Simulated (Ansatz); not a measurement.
Consider the silylene formation by 1,1-elimination: `O[SiH2][SiH](F)F` → `O[SiH](F)F` + `[SiH2]`.

Isolated molecules relaxed with PBE0-D4/def2-TZVP in Ansatz; ΔE leaves out vibrations. CBS: MP2 limit from def2 TZ/QZ plus the TZ coupled-cluster correction, frozen cores. This one scheme is used for every species. DFT in def2-TZVPP. B3LYP here is the variant with VWN-RPA as its local correlation; programs differ in this. One conformer a species, not always the lowest.

```csv
level,ΔE (kJ/mol),difference from CCSD(T)/CBS
PBE-D4,193.9,20.4
r2SCAN-D4,197.2,23.7
PBE0-D4,194.8,21.3
B3LYP-D4,176.5,3.0
ωB97X-V,189.3,15.8
ωB97M-V,167.0,-6.5
B2PLYP,170.2,-3.3
PBE,186.9,13.4
r2SCAN,195.4,21.9
PBE0,188.5,15.0
B3LYP,165.1,-8.4
HF/def2-TZVPP,149.6,-23.9
MP2/def2-TZVPP,178.7,5.2
SCS-MP2/def2-TZVPP,169.8,-3.7
CCSD/def2-TZVPP,159.6,-13.9
CCSD(T)/def2-TZVPP,164.4,-9.1
HF/def2-QZVPP,150.1,-23.4
MP2/def2-QZVPP,184.1,10.6
SCS-MP2/def2-QZVPP,175.4,1.9
HF/CBS(def2),150.2,-23.3
MP2/CBS(def2),187.9,14.4
CCSD/CBS(def2),168.8,-4.7
CCSD(T)/CBS,173.5,0
```

Largest T1 diagnostic among the species: 0.014.

In def2-TZVPP, CCSD(T) changes the Hartree–Fock value by +14.8 kJ/mol (the triples alone add +4.8 kJ/mol) and MP2 by +29.1 kJ/mol. The D4 term adds +11.4 kJ/mol with B3LYP and +6.3 kJ/mol with PBE0; it sums over pairs of atoms, weighted by their polarisabilities, and B3LYP, whose exchange is more repulsive, gets the larger term.

CCSD(T)/CBS has its own doubt, a few kJ/mol and more with outer-core shells, so smaller differences from it don't rank the levels.
